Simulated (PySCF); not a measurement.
AlFI2, SMILES [F][Al]([I])[I].

The structure is a stationary point at PBE-D3(BJ)/def2-SVP. The def2 effective core potentials stand for the cores of I; spin–orbit coupling is left out.

These are PBE/def2-TZVP (PySCF) values and carry that method's errors.

The molecule is in vacuum.

Computed frontier levels, gap, dipole moment and polarisability:
```yaml
highest_occupied_level: -6.89 eV
lowest_empty_level: -2.67 eV
orbital_gap: 4.23 eV
dipole_moment: 1.12 D
quadrupole, principal values (traceless, Buckingham form, about the centre of nuclear charge): -7.65, 3.51, 4.14 D·Å
mean_static_polarisability: 90.8 bohr³ (13.46 Å³)
polarisability_principal_values: 66.8, 78.1, 127.6 bohr³
```
